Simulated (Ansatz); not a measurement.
`BB(O)Br` + CH₃OH → `COB(O)Br` + BH₃ at 500 K and 1 bar (cleavage of the B–B bond).

Gas-phase electronic energies from Ansatz, PBE0-D4/def2-TZVP geometries. CCSD(T)/CBS is the MP2 limit (def2-TZVPP, def2-QZVPP) plus CCSD(T) − MP2 in def2-TZVPP, frozen cores. This one scheme is used for every species. For Br outer-core shells are correlated without core-valence functions, which leaves a few kJ/mol of doubt a bond. Scalar relativity is left out up to krypton. Each species was taken in one conformer, which may not be the lowest.

| species | CCSD(T)/CBS energy (Eh) | H − E (kJ/mol) | S (J/(mol·K)) |
| --- | --- | --- | --- |
| `BB(O)Br` | -2699.94100 | 140.1 | 364.1 |
| CH₃OH | -115.61712 | 157.0 | 265.4 |
| `COB(O)Br` | -2789.05740 | 206.0 | 395.9 |
| BH₃ | -26.55200 | 86.8 | 208.8 |

H − E and S are ideal-gas, rigid-rotor, harmonic terms from PBE0-D4/def2-TZVP, for one conformer and one mirror image of each species. 1 Eh = 2625.50 kJ/mol, R = 8.31446 J/(mol·K).

Question: By hand: ΔE, ΔH, ΔS and ΔG.

Answer: ΔE = (-2789.05740) + (-26.55200) − (-2699.94100) − (-115.61712) = -0.05128 Eh = -134.6 kJ/mol. Δ(H − E) = 206.0 + 86.8 − 140.1 − 157.0 = -4.3, so ΔH = -138.9 kJ/mol. ΔS = 395.9 + 208.8 − 364.1 − 265.4 = -24.8 J/(mol·K). ΔG = -138.9 − 500 × (-24.8)/1000 = -126.5 kJ/mol.

Question: By hand: the equilibrium constant, and the temperature at which ΔG would vanish if ΔH and ΔS stayed fixed.

Answer: log₁₀ K = −ΔG/(RT ln 10) = 13.2. ΔG = 0 at ΔH/ΔS = 5601 K, far beyond where these terms or the molecules hold.

ΔH outweighs TΔS. A doubt of 5 kJ/mol in ΔE shifts log₁₀ K by 0.5 here. Other conformers and mirror images would add mixing entropy, several J/(mol·K) or more a flexible species. These are equilibria of isolated gas molecules and say nothing of rates. Largest T1 diagnostic: 0.011 (customary marks: 0.02 for closed shells, 0.045 for open ones).
